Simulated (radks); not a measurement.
The numbers below are computed, except where a source is named.
Pd3+, 43 electrons, occupied as [Kr] 4d7. Code: a radial shooting solver on a logarithmic mesh with Libxc functionals. Model: scalar-relativistic Kohn-Sham, HCTH/407, spin-polarised, spherical densities, finite nucleus; open shells are filled with parallel spins first (spin-orbit coupling, left out, can overturn this in heavy ions); Fermi nuclear charge, rms radius 4.5318 fm.

Local quantities along the radius. ELF = 1/(1 + alpha^2) is the electron localisation function; alpha = (tau - tau_W)/tau_unif compares the Pauli kinetic energy density with that of the uniform gas (summed over spins); -r V(r) is the screened charge that the Kohn-Sham potential of spin up presents (atomic units); s = |grad rho|/(2 (3 pi^2)^(1/3) rho^(4/3)) is the reduced gradient. tau is taken from the large components.

| r (bohr) | ELF | alpha | -r V(r) | s |
|---|---|---|---|---|
| 0.002753 | 0.999 | 0.02460 | 45.39 | 0.5284 |
| 0.003585 | 0.999 | 0.02692 | 45.21 | 0.5077 |
| 0.004668 | 0.999 | 0.03064 | 44.97 | 0.4980 |
| 0.006078 | 0.999 | 0.03661 | 44.66 | 0.4987 |
| 0.007914 | 0.998 | 0.04645 | 44.26 | 0.5104 |
| 0.01031 | 0.996 | 0.06352 | 43.75 | 0.5342 |
| 0.01342 | 0.991 | 0.09535 | 43.10 | 0.5721 |
| 0.01747 | 0.975 | 0.1601 | 42.29 | 0.6254 |
| 0.02275 | 0.916 | 0.3031 | 41.28 | 0.6892 |
| 0.02963 | 0.720 | 0.6244 | 40.04 | 0.7342 |
| 0.03858 | 0.415 | 1.186 | 38.52 | 0.6757 |
| 0.05023 | 0.315 | 1.474 | 36.76 | 0.4599 |
| 0.06541 | 0.483 | 1.034 | 34.72 | 0.2940 |
| 0.08517 | 0.714 | 0.6334 | 32.34 | 0.3211 |
| 0.1109 | 0.750 | 0.5777 | 29.66 | 0.4490 |
| 0.1444 | 0.520 | 0.9614 | 26.68 | 0.5503 |
| 0.188 | 0.300 | 1.527 | 23.48 | 0.3868 |
| 0.2448 | 0.517 | 0.9663 | 20.23 | 0.2122 |
| 0.3214 | 0.761 | 0.5611 | 16.91 | 0.3464 |
| 0.4185 | 0.697 | 0.6600 | 13.92 | 0.6116 |
| 0.5449 | 0.255 | 1.708 | 11.16 | 0.7501 |
| 0.7096 | 0.314 | 1.478 | 8.927 | 0.2773 |
| 0.9239 | 0.742 | 0.5901 | 7.049 | 0.3366 |
| 1.203 | 0.731 | 0.6065 | 5.510 | 0.6173 |
| 1.567 | 0.492 | 1.017 | 4.516 | 1.022 |
| 2.04 | 0.178 | 2.149 | 3.828 | 1.735 |
| 2.656 | 0.033 | 5.405 | 3.500 | 3.240 |
| 3.459 | 0.003 | 18.41 | 3.430 | 7.809 |
| 4.504 | 0.000 | 110.0 | 3.168 | 25.36 |

On this mesh the ELF has minima near r = 0.050, 0.19, 0.62 bohr, which separate the shells, and maxima near 0.098 (0.76), 0.37 (0.77), 1.1 (0.77).
